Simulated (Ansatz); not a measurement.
```yaml
crystal:
  periodic: [false, false, false]
  atoms:
    - {symbol: C, position_ang: [1.647877, -2.054020, -0.578198]}
    - {symbol: O, position_ang: [0.637174, -1.283682, -1.149766]}
    - {symbol: Mo, position_ang: [-0.620281, -0.062451, -0.556537]}
    - {symbol: O, position_ang: [-2.022895, -0.460119, -1.355063]}
    - {symbol: F, position_ang: [-1.167484, 1.337137, 0.606460]}
    - {symbol: O, position_ang: [0.113553, 1.348392, -1.514133]}
    - {symbol: C, position_ang: [0.178875, 2.740519, -1.439707]}
    - {symbol: O, position_ang: [-0.624966, -1.028710, 1.054608]}
    - {symbol: C, position_ang: [-1.043315, -0.805979, 2.369542]}
    - {symbol: H, position_ang: [2.581755, -1.485613, -0.518662]}
    - {symbol: H, position_ang: [1.343624, -2.354318, 0.432252]}
    - {symbol: H, position_ang: [1.810249, -2.944116, -1.190683]}
    - {symbol: H, position_ang: [-0.268465, 3.473609, -2.312093]}
    - {symbol: H, position_ang: [-0.318465, 3.173609, -2.312093]}
    - {symbol: H, position_ang: [-0.316906, 3.089542, -0.528264]}
    - {symbol: H, position_ang: [-0.228948, -1.048237, 3.058719]}
    - {symbol: H, position_ang: [-1.332567, 0.239143, 2.509596]}
    - {symbol: H, position_ang: [-1.899578, -1.450140, 2.590905]}
basis:
  gaussian: {orbitals: def2-SVP, nuclear_model: gaussian}
hamiltonian: {xc: {name: r2SCANh}, dispersion: d3bj}
output: {forces: true}
```

```sh
$ ansatz run in.yaml --threads 4 --pin off --events-out ev --progress --plain --max-ram 46080MiB --backend cpu
```

Output, abridged:

```
Warning: the engine holds no damping parameters fitted to this dispersion correction and functional, so the run takes those fitted to r2scanh beside the three-body term, which d3bj leaves out (hamiltonian.dispersion, under Limitations)
Functional definition: r2SCANh
1871 factors; integrals over basis functions are off by at most 1.4e-3 eV
mean field evaluation 1: about -15963.5337 eV, gradient 1.0e2 eV
mean field evaluation 2: about -15749.6046 eV, gradient 3.1e2 eV
mean field evaluation 4: about -15981.3185 eV, gradient 3.7e1 eV
mean field evaluation 8: about -15983.8566 eV, gradient 2.5e0 eV
mean field evaluation 16: about -15984.1074 eV, gradient 2.5e-2 eV
mean field -15984.10737625 eV, -587.4051116601 hartree, gradient 7.9e-5 eV, S^2 0.000000; 0 other end points of the search recorded, 0 dependent functions left out
reference -15984.10739761 eV, -587.4051124449 hartree; 41, 41 occupied and 147, 147 virtual orbitals, 1871 factors
Total energy: -15984.24958530 eV, -587.4103377463 hartree
Atom 0 at     1.647877    -2.054020    -0.578198 Å, force    -0.245302     0.084625    -0.100065 eV/Å
Atom 1 at     0.637174    -1.283682    -1.149766 Å, force     0.375025    -0.163997    -0.149986 eV/Å
Atom 2 at    -0.620281    -0.062451    -0.556537 Å, force    -0.425475    -1.074236     0.383597 eV/Å
Atom 3 at    -2.022895    -0.460119    -1.355063 Å, force    -0.231833    -0.120840    -0.224067 eV/Å
Atom 4 at    -1.167484     1.337137     0.606460 Å, force     0.017326     0.360971    -0.042066 eV/Å
Atom 5 at     0.113553     1.348392    -1.514133 Å, force    -0.632676     4.179900    -1.385068 eV/Å
Atom 6 at     0.178875     2.740519    -1.439707 Å, force     5.303857    -4.272247     5.894534 eV/Å
Atom 7 at    -0.624966    -1.028710     1.054608 Å, force    -0.001788    -0.022076     0.234687 eV/Å
Atom 8 at    -1.043315    -0.805979     2.369542 Å, force     0.067453    -0.054140    -0.231763 eV/Å
Atom 9 at     2.581755    -1.485613    -0.518662 Å, force     0.221544     0.109909     0.009194 eV/Å
Atom 10 at     1.343624    -2.354318     0.432252 Å, force    -0.048697    -0.090233     0.225658 eV/Å
Atom 11 at     1.810249    -2.944116    -1.190683 Å, force     0.064528    -0.210592    -0.117346 eV/Å
Atom 12 at    -0.268465     3.473609    -2.312093 Å, force    19.319926   116.555958    -0.191240 eV/Å
Atom 13 at    -0.318465     3.173609    -2.312093 Å, force   -23.081383  -115.757107    -4.097283 eV/Å
Atom 14 at    -0.316906     3.089542    -0.528264 Å, force    -0.604176     0.430764    -0.503543 eV/Å
Atom 15 at    -0.228948    -1.048237     3.058719 Å, force     0.161421    -0.055420     0.175752 eV/Å
Atom 16 at    -1.332567     0.239143     2.509596 Å, force    -0.071243     0.237876     0.038033 eV/Å
Atom 17 at    -1.899578    -1.450140     2.590905 Å, force    -0.188507    -0.139115     0.080970 eV/Å
Dipole moment:     0.235183     0.294032     0.082455 e Å
```

Q: Something in this input is off. What?

A: One atom was put on top of another. The calculation finished and met its thresholds. The result belongs to that input, not to the molecule as meant.
